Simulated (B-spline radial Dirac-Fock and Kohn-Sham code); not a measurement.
The computed values come from an atomic code on a B-spline grid: relaxed Dirac-Fock hole states (ΔSCF) with Breit and QED corrections and a finite nucleus. Free neutral atoms up to Cf, the lines Kα1, Kβ1, Lα1, Lβ1, Lβ2, Lγ1, Lℓ and Mα1 where both subshells are closed (so no Lα of most 3d metals and no Mα of most lanthanides); Na, Y were not searched.

Problem. Ni Kα1 is computed at 7476.5 eV. Which of the searched lines of other elements lie within 85 eV and could overlap it in an energy-dispersive spectrum?

Solution. Eu Lγ1 at 7472.3 eV (-4); Ho Lβ1 at 7527.3 eV (+51); Yb Lα1 at 7415.7 eV (-61).
